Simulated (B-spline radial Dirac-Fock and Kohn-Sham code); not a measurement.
Form factor and incoherent scattering function of Pt

System: the free platinum atom, configuration [Xe] 4f14 5d8 6s2 (not the ground configuration).

Method: relativistic Hartree-Fock (Dirac-Fock) wave functions, averaged over the configuration. Computed with a radial finite-basis atomic code. f₀ is the Fourier transform of the spherical electron density, S the Waller-Hartree incoherent function, and s = sin θ/λ. The electron scattering factor follows from the Mott-Bethe formula f_e = 0.023934 Å⁻¹·(Z − f₀)/s².

| s (Å⁻¹) | f₀ | S | f_e (Å) |
| --- | --- | --- | --- |
| 0 | 78.000 | 0.000 | – |
| 0.05 | 76.854 | 1.491 | 10.973 |
| 0.1 | 73.914 | 4.498 | 9.779 |
| 0.15 | 70.118 | 7.375 | 8.384 |
| 0.2 | 66.123 | 9.984 | 7.107 |
| 0.25 | 62.226 | 12.496 | 6.040 |
| 0.3 | 58.542 | 14.926 | 5.174 |
| 0.35 | 55.112 | 17.256 | 4.472 |
| 0.4 | 51.946 | 19.493 | 3.897 |
| 0.45 | 49.035 | 21.644 | 3.423 |
| 0.5 | 46.362 | 23.702 | 3.029 |
| 0.6 | 41.628 | 27.474 | 2.418 |
| 0.7 | 37.540 | 30.721 | 1.976 |
| 0.8 | 33.945 | 33.507 | 1.648 |
| 0.9 | 30.750 | 35.968 | 1.396 |
| 1 | 27.917 | 38.215 | 1.199 |
| 1.1 | 25.429 | 40.305 | 1.040 |
| 1.2 | 23.278 | 42.267 | 0.910 |
| 1.4 | 19.905 | 45.874 | 0.709 |
| 1.6 | 17.547 | 49.128 | 0.565 |
| 1.8 | 15.876 | 52.051 | 0.459 |
| 2 | 14.594 | 54.621 | 0.379 |
| 2.5 | 11.965 | 59.548 | 0.253 |
| 3 | 9.598 | 62.906 | 0.182 |
| 3.5 | 7.675 | 65.372 | 0.137 |
| 4 | 6.338 | 67.303 | 0.107 |
| 5 | 4.932 | 70.148 | 0.070 |
| 6 | 4.177 | 72.108 | 0.049 |

f₀ starts at the number of electrons, 78, and has fallen to half at s ≈ 0.66 Å⁻¹. The sum of ⟨r²⟩ over the electrons is 64.98 bohr². It fixes the forward electron scattering factor, f_e(0) = (a₀/3)Σ⟨r²⟩ = 11.462 Å.
